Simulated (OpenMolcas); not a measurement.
Ag4+ (d7) among equal point charges was computed by CASSCF with the d shell active (OpenMolcas, ANO-RCC-VDZP on the metal). Its lowest spin-free states, and all those of the highest spin:

```
2S+1  Degeneracy  E (cm-1)
   4           1       0.0
   4           2      1819
   4           1      4521
   4           2      6030
   4           1     10266
   2           1     14830
   2           1     18149
   2           2     18381
   4           2     19137
   2           1     19803
   2           1     20255
   2           2     21107
   4           1     26359
```

**Question.** Is the site octahedral, tetrahedral or cube-like, axial, or of lower symmetry?

**Answer.** The states with 2S+1 = 4 have orbital degeneracies 1, 2, 1, 2, 1, 2, 1. There are pairs but no triples, so the site is axial: not cubic, but with a proper or improper axis of order three or more. The run had Ag4+ among 6 point charges of -1.7 e arranged as a tetragonal octahedron (D4h), 1.93 Å from the ion, with the axial distance 2.316 Å.

Spin-orbit coupling mixes the spin-free states strongly: the lowest level takes only 64 % from its leading state, 4A2. Without dynamic correlation the repulsion within the d shell is too large (B by tens of per cent), so at a given field states of lower spin stand too high. This shell can be high or low spin here, a state of another spin lies low, and with metal d orbitals alone active their balance is uncertain, so the ground spin may be wrong. Point charges give a weaker field than real ligands, and real ions of this kind are as a rule low spin; the high spin found here belongs to the model. This is an electrostatic model: the charges have no orbitals. No measured value stands beside these numbers.
